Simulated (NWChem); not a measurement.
Program: NWChem. System: CF$_{2}$, charge 0, spin multiplicity 3, at a geometry optimised with UPBE/def2-SVP. The structure started from a generated list of species. Its SCF solution wasn't tested for a lower state. Level: UMP2/STO-3G, 3 core orbitals frozen.

Output (cleaned and shortened):

```
             Northwest Computational Chemistry Package (NWChem) 7.3.0
             --------------------------------------------------------

                                NWChem Input Module
                                -------------------

 Scaling coordinates for geometry "geometry" by  1.889725989
 (inverse scale =  0.529177249)

 Turning off AUTOSYM since
 SYMMETRY directive was detected!

                             Geometry "geometry" -> ""
                             -------------------------

 Output coordinates in angstroms (scale by  1.889725989 to convert to a.u.)

  No.       Tag          Charge          X              Y              Z
 ---- ---------------- ---------- -------------- -------------- --------------
    1 F                    9.0000     1.14679700     0.00000000    -0.16468000
    2 C                    6.0000     0.00000000     0.00000000     0.49404000
    3 F                    9.0000    -1.14679700     0.00000000    -0.16468000

 Effective nuclear repulsion energy (a.u.)      61.9021608260

            Nuclear Dipole moment (a.u.)
            ----------------------------
        X                 Y               Z
 ---------------- ---------------- ----------------
     0.0000000000     0.0000000000     0.0000000000

      Symmetry information
      --------------------

 Group name             C2v
 Group number             16
 Group order               4
 No. of unique centers     2

      Symmetry unique atoms

     1    2


 Summary of "ao basis" -> "" (spherical)
 ------------------------------------------------------------------------------
       Tag                 Description            Shells   Functions and Types
 ---------------- ------------------------------  ------  ---------------------
 *                           sto-3g                   on all atoms

 Summary of "ao basis" -> "ao basis" (spherical)
 ------------------------------------------------------------------------------
       Tag                 Description            Shells   Functions and Types
 ---------------- ------------------------------  ------  ---------------------
 F                           sto-3g                  3        5   2s1p
 C                           sto-3g                  3        5   2s1p

                                 NWChem SCF Module
                                 -----------------

  ao basis        = "ao basis"
  functions       =    15
  atoms           =     3
  alpha electrons =    13
  beta  electrons =    11
  charge          =   0.00
  wavefunction    = UHF
  use symmetry    = T
  symmetry adapt  = T

 Summary of "ao basis" -> "ao basis" (spherical)
 ------------------------------------------------------------------------------
       Tag                 Description            Shells   Functions and Types
 ---------------- ------------------------------  ------  ---------------------
 F                           sto-3g                  3        5   2s1p
 C                           sto-3g                  3        5   2s1p

      Symmetry analysis of basis
      --------------------------

        a1          7
        a2          1
        b1          5
        b2          2

 Forming initial guess at       0.0s

   Symmetry analysis of molecular orbitals - initial alpha
   -------------------------------------------------------

  Numbering of irreducible representations:

     1 a1          2 a2          3 b1          4 b2

  Orbital symmetries:

     1 a1          2 b1          3 a1          4 a1          5 b1
     6 a1          7 b1          8 b2          9 a1         10 a2
    11 b1         12 a1         13 b2         14 a1         15 b1

   Symmetry analysis of molecular orbitals - initial beta
   ------------------------------------------------------

  Numbering of irreducible representations:

     1 a1          2 a2          3 b1          4 b2

  Orbital symmetries:

     1 a1          2 b1          3 a1          4 a1          5 b1
     6 a1          7 b1          8 b2          9 a1         10 b1
    11 a2         12 a1         13 b2         14 a1         15 b1

 Starting SCF solution at       0.0s

 ----------------------------------------------
         Quadratically convergent UHF
[...]
              MO Center= -3.8D-17,  4.4D-17,  4.2D-01, r^2= 8.8D-01
   Bfn.  Coefficient  Atom+Function         Bfn.  Coefficient  Atom+Function
  ----- ------------  ---------------      ----- ------------  ---------------
     9      0.977069  2 C  py                 4     -0.329783  1 F  py
    14     -0.329783  3 F  py

 Vector   14  Occ=0.000000D+00  E= 6.614513D-01  Symmetry=a1
              MO Center= -6.3D-17,  3.5D-17,  3.4D-02, r^2= 8.7D-01
   Bfn.  Coefficient  Atom+Function         Bfn.  Coefficient  Atom+Function
  ----- ------------  ---------------      ----- ------------  ---------------
    10      0.851720  2 C  pz                 7     -0.751763  2 C  s
     3     -0.555990  1 F  px                13      0.555990  3 F  px
     2      0.390868  1 F  s                 12      0.390868  3 F  s
     6      0.150300  2 C  s

 center of mass
 --------------
 x =   0.00000000 y =   0.00000000 z =  -0.01242888

 moments of inertia (a.u.)
 ------------------
          14.131407861701           0.000000000000           0.000000000000
           0.000000000000         192.581916759520           0.000000000000
           0.000000000000           0.000000000000         178.450508897819

  Mulliken analysis of the total density
  --------------------------------------

    Atom       Charge   Shell Charges
 -----------   ------   -------------------------------------------------------
    1 F    9     9.12   2.00  1.94  5.18
    2 C    6     5.76   2.00  1.23  2.54
    3 F    9     9.12   2.00  1.94  5.18

  Mulliken analysis of the alpha density
  --------------------------------------

    Atom       Charge   Shell Charges
 -----------   ------   -------------------------------------------------------
    1 F    9     4.63   1.00  0.97  2.66
    2 C    6     3.75   1.00  0.79  1.96
    3 F    9     4.63   1.00  0.97  2.66

   Mulliken analysis of the beta density
   -------------------------------------

    Atom       Charge   Shell Charges
 -----------   ------   -------------------------------------------------------
    1 F    9     4.49   1.00  0.97  2.53
    2 C    6     2.01   1.00  0.44  0.58
    3 F    9     4.49   1.00  0.97  2.53

   Mulliken analysis of the spin density
   -------------------------------------

    Atom       Charge   Shell Charges
 -----------   ------   -------------------------------------------------------
    1 F    9     0.13   0.00  0.00  0.13
    2 C    6     1.73   0.00  0.36  1.38
    3 F    9     0.13   0.00  0.00  0.13

       Multipole analysis of the density wrt the origin
       ------------------------------------------------

     L   x y z        total         alpha         beta         nuclear
     -   - - -        -----         -----         ----         -------
     0   0 0 0     -0.000000    -13.000000    -11.000000     24.000000

     1   1 0 0      0.000000     -0.000000      0.000000      0.000000
     1   0 1 0     -0.000000     -0.000000     -0.000000      0.000000
     1   0 0 1      0.192906     -1.014881      1.207787      0.000000

     2   2 0 0    -10.723621    -48.790195    -46.469733     84.536307
     2   1 1 0     -0.000000     -0.000000     -0.000000      0.000000
     2   1 0 1      0.000000      0.000000      0.000000      0.000000
     2   0 2 0     -9.392547     -5.684563     -3.707984      0.000000
     2   0 1 1     -0.000000      0.000000     -0.000000      0.000000
     2   0 0 2     -9.253340    -10.350334     -5.875882      6.972875

                   NWChem MP2 Semi-direct Energy/Gradient Module
                   ---------------------------------------------

  Basis functions       =     15
  Molecular orbitals    =     15
  Frozen core           =      3
  Frozen virtuals       =      0
  Active alpha occupied =     10
  Active beta occupied  =      8
  Active alpha virtual  =      2
  Active beta virtual   =      4
  Use MO symmetry       = T
  Use skeleton AO sym   = T

  AO/Fock/Back tols     =   1.0D-09  1.0D-09  1.0D-09

 GA uses MA = F    GA memory limited = T

 Available:
  local mem=  1.26D+08
 global mem=  1.44D+08
 local disk=  0.00D+00
  mp2_memr nvloc                     2
  nvloc new                     2
   1 passes of  10:        2097152                        642                      8507.
   1 passes of  10: M    126155781           G      144178750           F     124058629.

 Semi-direct pass number   1 of   1  for UHF alpha       at        0.0s
  vrange nnbf                   119
  mp2_eaftype                    10  avail_ma_in_mb                  1099
 EAF : mp2_eaftype filesize          10       4253.
  mp2_eaf for mointskh                     10
Node 0 wrote      0.0 Mb in      0.0 s     Agg I/O rate:  1176.3 Mb/s
 Done moints_semi at        0.1s
  mp2_eaftype                    10  avail_ma_in_mb                  1089
 EAF : mp2_eaftype filesize          10       4253.
  mp2_eaf for kh                    10
 Done maket at        0.1s
 Done multipass loop at        0.1s

 GA uses MA = F    GA memory limited = T

 Available:
  local mem=  1.26D+08
 global mem=  1.44D+08
 local disk=  0.00D+00
  mp2_memr nvloc                     4
  nvloc new                     4
   1 passes of   8:        2097152                        752                     13362.
   1 passes of   8: M    126155781           G      144178750           F     124058629.

 Semi-direct pass number   1 of   1  for UHF beta        at        0.1s
  vrange nnbf                   119
  mp2_eaftype                    10  avail_ma_in_mb                  1099
 EAF : mp2_eaftype filesize          10       6681.
  mp2_eaf for mointskh                     10
Node 0 wrote      0.0 Mb in      0.0 s     Agg I/O rate:  1251.0 Mb/s
 Done moints_semi at        0.1s
  mp2_eaftype                    10  avail_ma_in_mb                  1089
 EAF : mp2_eaftype filesize          10       6681.
  mp2_eaf for kh                    10
 Done maket at        0.1s
 Done multipass loop at        0.1s

          -------------------------------------------
          SCF energy                -233.365676228139
          Correlation energy          -0.062360242663
          Singlet pairs                0.000000000000
          Triplet pairs                0.000000000000
          Total MP2 energy          -233.428036470803
          -------------------------------------------

          ---------------------------------------------------
                    Spin Component Scaled (SCS) MP2
          Same spin pairs                     -0.013739438696
          Same spin scaling factor             0.333333333333
          Opposite spin pairs                 -0.048620803967
          Opposite spin scaling fact.          1.200000000000
          SCS-MP2 correlation energy          -0.062924777659
          Total SCS-MP2 energy              -233.428601005799
          ---------------------------------------------------

 -----------------------
 Performance information
 -----------------------

 Timer overhead =  9.77D-08 seconds/call

               Nr. of calls         CPU time (s)                 Wall time (s)                GFlops
             ---------------    -------------------     ------------------------------   -------------------
Name         Min   Avg   Max    Min     Avg     Max     Min     Avg     Max   Mx/calls   Min     Max     Sum
mp2: moin     2     2     2   2.32E-2 2.32E-2 2.32E-2  2.32E-2 2.32E-2 2.32E-2 1.16E-2   0.0     0.0     0.0
mp2: make     2     2     2   4.24E-4 4.24E-4 4.24E-4  4.24E-4 4.24E-4 4.24E-4 2.12E-4   0.0     0.0     0.0
mp2: tota     1     1     1   2.83E-2 2.83E-2 2.83E-2  2.83E-2 2.83E-2 2.83E-2 2.83E-2   0.0     0.0     0.0

 The average no. of pstat calls per process was 5.00D+00
 with a timing overhead of 4.88D-07s

 Task  times  cpu:        0.1s     wall:        0.1s

 Total times  cpu:        0.1s     wall:        0.1s
```

Problem. Write an NWChem input that would produce this output.

Solution. Several could match; the one computed here: 
```
start mol
memory heap 200 mb stack 900 mb global 1100 mb
geometry units angstroms nocenter noautoz
  F      1.146797     0.000000    -0.164680
  C      0.000000     0.000000     0.494040
  F     -1.146797     0.000000    -0.164680
  symmetry group C2v
end
basis spherical
  * library sto-3g
end
scf
  uhf
  nopen 2
  maxiter 100
  thresh 1e-7
  semidirect memsize 60000000 filesize 0
  # guess.movecs holds the orbitals of an unrestricted PBE0 run
  vectors input guess.movecs output mol.movecs
end
mp2
  freeze core 3
end
task mp2 energy
```
